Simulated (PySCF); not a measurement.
Tc (SMILES [Tc]), sextet (core potentials on Tc). Base run: PBE/def2-SV(P) run with PySCF.

Input for PySCF:
```python
from pyscf import gto, scf, dft

mol = gto.M(
    atom='''
Tc    0.00000000    0.00000000    0.00000000
''',
    basis='def2-sv(p)',
    ecp={'Tc': 'def2-sv(p)'},
    spin=5,
    verbose=3,
)

mf = dft.UKS(mol)
mf.xc = 'pbe'
mf.kernel()
```

The base run was repeated with changes; each row names its change, and settings that it needs were set with it.

| change | ΔE vs base (mEh) | outcome |
|---|---|---|
| base | 0.000 | converged |
| auxbasis = cc-pvqz-jkfit | - | stopped with an error |
| auxbasis = even-tempered beta=1.6 | -0.004 | converged |
| auxbasis = def2-universal-jfit | -0.014 | converged |
| auxbasis = def2-tzvp-ri | - | stopped with an error |
| auxbasis = cc-pvtz-jkfit | - | stopped with an error |
| auxbasis = cc-pvdz-jkfit | - | stopped with an error |
| auxbasis = def2-svp-ri | - | stopped with an error |
| auxbasis = default (with mf = mf.density_fit()) | -0.014 | converged |
| auxbasis = autoaux | -0.002 | converged |

A fitting set is made for a task (jfit for Coulomb, jkfit for Coulomb and exchange, ri for correlation) and for a family of orbital bases.

Open shells are given as the SCF converged; they aren't shown to be the lowest states, and a large step between rows can be another state.

- auxbasis = cc-pvqz-jkfit: ended with `pyscf.lib.exceptions.BasisNotFoundError: Basis set not found for Tc in cc-pvqz-jkfit`
- auxbasis = def2-tzvp-ri: ended with `pyscf.lib.exceptions.BasisNotFoundError: Basis set not found for Tc in def2-tzvp-ri`
- auxbasis = cc-pvtz-jkfit: ended with `pyscf.lib.exceptions.BasisNotFoundError: Basis set not found for Tc in cc-pvtz-jkfit`
